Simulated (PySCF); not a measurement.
CH7ClO2Si2, SMILES [SiH2](O[SiH2]Cl)CO.

Coordinates come from a B3LYP-D3(BJ)/def2-SVP optimisation. This is a generated structure with no PubChem entry under its InChIKey; it may be hypothetical. One conformer was computed; it need not be the lowest.

Method: B3LYP/def2-TZVP run with PySCF.

Isolated molecule, no solvent.

Computed frontier levels, gap, dipole moment and polarisability:
| Item | Result |
|---|---|
| highest occupied level | -7.28 eV |
| lowest empty level | -0.24 eV |
| orbital gap | 7.04 eV |
| dipole moment | 0.84 D |
| quadrupole, principal values (traceless, Buckingham form, about the centre of nuclear charge) | -7.40, -0.81, 8.21 D·Å |
| mean static polarisability | 79.8 bohr³ (11.82 Å³) |
| polarisability, principal values | 70.3, 81.7, 87.3 bohr³ |
